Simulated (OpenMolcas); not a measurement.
# Ti2+, Zr2+, Hf2+: d2 down the group

- Program: OpenMolcas
- Method: CASSCF
- Basis: ANO-R3
- Scalar Hamiltonian: X2C, finite nucleus
- Spin-orbit coupling: RASSI with atomic mean-field integrals over the reference wave functions, term energies averaged over their components

Active space for each ion: 2 electrons in 5 orbitals (d).

Computed levels in cm-1 above 3F2:

```csv
Level,Ti2+,Zr2+,Hf2+
3F3,194,660,3132
3F4,446,1469,6256
1D2,11334,9167,11012
3P0,13554,10248,11051
3P1,13621,10497,12613
3P2,13762,11107,16047
1G4,17457,13839,16779
1S0,42316,32992,35714
weight of 3F in the lowest level (%),100,100,95
```

Mixed levels, with the weight of the term that names them: Hf2+ 1D2 (62 %), Hf2+ 3P2 (66 %).

Measured, with the error of the calculation in %. Measured levels: Ti2+ from Corliss and Sugar, J. Phys. Chem. Ref. Data 8, 1 (1979); Zr2+ from Moore, Atomic Energy Levels, vol. II, NSRDS-NBS 35 (1971 reprint of NBS Circular 467, 1952); NIST levels as listed in Rynkun, Gaigalas and Jonsson, Astron. Astrophys. 637, A10 (2020).

| Level | Ti2+ | Zr2+ |
| --- | --- | --- |
| 3F3 | 185 (+4.7) | 681 (-3.1) |
| 3F4 | 420 (+6.2) | 1486 (-1.2) |
| 1D2 | 8474 (+33.8) | 5742 (+59.7) |
| 3P0 | 10538 (+28.6) | 8062 (+27.1) |
| 3P1 | 10604 (+28.5) | 8326 (+26.1) |
| 3P2 | 10721 (+28.4) | 8838 (+25.7) |
| 1G4 | 14398 (+21.2) | 11049 (+25.3) |
| 1S0 | 32476 (+30.3) | 23979 (+37.6) |

The fine-structure level 3F4 changes by a factor of 14 from Ti2+ to Hf2+.

Without spin-orbit coupling 1D lies 11087, 8458, 8182 cm-1 above 3F in that order; the difference to the level 1D2, of either sign, comes from spin-orbit coupling, which also lowers the zero.

Without dynamic correlation excited terms often stand tens of per cent too high (terms of higher spin than the ground term too low), and those without a measured partner can miss by more than the paired ones. Levels of configurations with an s electron are missing; early in the row they begin among the upper levels of the d shell and mix with terms of their name (holds for Zr2+). Some levels mix across a computed gap that differs much from the measured one, so their mixing is not that of the real levels (holds for Zr2+). Configurations with an s electron lie low in 5d ions of this charge, fall among these levels and mix in, so low-spin terms can stand far too high, up to twice their true height, and weights are not those of the real levels (holds for Hf2+). Computed and measured levels are paired by configuration, term and J; levels that our copy of the source lacks, or whose pairing is in doubt (as where it misses far off the trend of its configuration), stay unpaired and out of the deviations. Levels of configurations outside the active space are missing.
